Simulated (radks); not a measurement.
Values are calculated unless marked as measured or tabulated.
Question: These are the eigenvalues of the occupied orbitals of an atom or ion with whole-number occupations (hartree). Code: a radial shooting solver on a logarithmic mesh with Libxc functionals. Model: scalar-relativistic Kohn-Sham, r2SCAN, spin-polarised, spherical densities, finite nucleus; meta-GGA in the generalised Kohn-Sham scheme; Fermi nuclear charge, rms radius of each element as measured or else 0.836 A^(1/3) + 0.57 fm.

1s down: -1427.163
1s up: -1427.162
2s up: -228.5272
2s down: -228.5200
2p up: -204.7817
2p down: -204.7765
3s up: -49.74180
3s down: -49.74028
3p up: -42.11520
3p down: -42.11299
3d up: -31.16910
3d down: -31.16418
4s up: -10.74951
4s down: -10.74039
4p up: -8.25175
4p down: -8.24365
4d up: -4.62222
4d down: -4.61352
5p up: -1.47939
5p down: -1.40995
5d up: -0.66122

Which element is it, and in what charge state? The configuration may be excited. Open shells, if any, are filled with parallel spins first.

Answer: Z = 57, lanthanum, charge +2: La2+ in [Kr] 4d10 5p6 5d3. The list shows which subshells hold electrons but not how many an open one holds; the 1s level, -1427.2 hartree, gives Z - s = 53.4 by -(Z - s)^2/2, which with screening and relativity narrows Z to a few neighbours, and the depths of the outer levels then fix element, charge and occupations together.
